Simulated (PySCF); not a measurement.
This PySCF input asks for the NMR shieldings of SMILES C[Se]c1ccccc1, C$_{7}$H$_{8}$Se; the geometry comes from PBE0-D3(BJ)/def2-SVP.

```python
import basis_set_exchange as bse
import numpy as np
from pyscf import gto, dft
from pyscf.prop import nmr

atoms = """
C     3.024873    0.170757   -0.133647
Se    1.871943   -1.283058   -0.679837
C     0.167842   -0.553324   -0.250682
C    -0.951135   -1.353068   -0.523305
C    -2.231366   -0.891379   -0.236628
C    -2.418034    0.372659    0.324922
C    -1.307474    1.167708    0.595292
C    -0.019267    0.713331    0.311553
H     2.815485    1.080893   -0.711960
H     4.049136   -0.162162   -0.349078
H     2.931429    0.367781    0.942908
H    -0.818464   -2.345332   -0.963526
H    -3.092719   -1.527464   -0.455216
H    -3.423920    0.734022    0.549292
H    -1.438371    2.159936    1.034522
H     0.832445    1.357645    0.533980
"""
names = dict.fromkeys(["C", "Se", "H"], "pcSseg-1")
basis = {el: gto.basis.parse(bse.get_basis(n, elements=[el], fmt="nwchem")) for el, n in names.items()}
mol = gto.M(atom=atoms, basis=basis, charge=0, verbose=0)
mf = dft.RKS(mol, xc="PBE0")
mf.grids.level = 2
mf.grids.alignment = dft.numint.BLKSIZE   # the property module wants whole blocks of grid points
mf.conv_tol = 1e-9
mf.kernel()

calc = nmr.RKS(mf)   # GIAO
C = mf.mo_coeff
Co = C[:, mf.mo_occ > 0]
resp = mf.gen_response(singlet=True, hermi=2)
def vind(x):   # induced exchange potential for any number of trial vectors
    d = np.einsum("pi,xij,qj->xpq", C, 2 * x.reshape(-1, C.shape[1], Co.shape[1]), Co, optimize=True)
    return np.einsum("xpq,pi,qj->xij", resp(d - d.transpose(0, 2, 1)), C, Co, optimize=True).ravel()
mo1, _ = nmr.rhf.solve_mo1(calc, with_cphf=vind)
sigma = calc.kernel(mo1)
for i, s in enumerate(sigma):   # ppm
    w = np.linalg.eigvalsh((s + s.T) / 2)
    print("%2d %-2s iso %8.1f  s11 %8.1f  s22 %8.1f  s33 %8.1f" % (i, mol.atom_pure_symbol(i), w.mean(), *w))
```

Question: What does it print?

Answer: 
```
 0 C  iso    172.0  s11    163.2  s22    169.5  s33    183.3
 1 Se iso   1574.6  s11   1178.3  s22   1422.7  s33   2123.0
 2 C  iso     35.4  s11    -50.9  s22      4.7  s33    152.4
 3 C  iso     51.8  s11    -56.0  s22     48.1  s33    163.3
 4 C  iso     50.6  s11    -59.9  s22     38.8  s33    173.0
 5 C  iso     55.4  s11    -51.8  s22     42.4  s33    175.7
 6 C  iso     49.6  s11    -62.6  s22     38.7  s33    172.8
 7 C  iso     56.1  s11    -54.1  s22     47.0  s33    175.2
 8 H  iso     29.0  s11     23.9  s22     25.8  s33     37.4
 9 H  iso     29.4  s11     23.4  s22     26.5  s33     38.4
10 H  iso     29.0  s11     23.9  s22     25.8  s33     37.4
11 H  iso     24.0  s11     19.0  s22     22.6  s33     30.3
12 H  iso     24.0  s11     20.4  s22     24.7  s33     26.8
13 H  iso     24.1  s11     20.8  s22     25.2  s33     26.4
14 H  iso     23.9  s11     20.3  s22     24.2  s33     27.1
15 H  iso     24.3  s11     18.9  s22     22.6  s33     31.5
```

These numbers come from an equivalent density-fitted implementation of the same equations, which agrees with the script to about 0.01 ppm for H and up to a few tenths of a ppm for heavy atoms, so last digits may differ.

Question: Turn these shieldings into chemical shifts. Chemical shifts δ = σref − σ; 13C (184.41 ppm), 1H (31.27 ppm) against TMS; 77Se (1769.71 ppm) against Me2Se, all at this level.

Answer: Averaging equivalent atoms: C 2: 149.0; C 4/6: 134.3; C 3/7: 130.5; C 5: 129.0; C 0: 12.4; Se 1: 195; H 12/14: 7.36; H 13: 7.15; H 11/15: 7.12; H 8/9/10: 2.10 ppm. 

Relativistic effects, spin–orbit coupling among them, are left out; they matter for Se and for the light atoms bonded to it.

Size and cost of the density-fitted run: 200 basis functions, about 40 core-seconds.
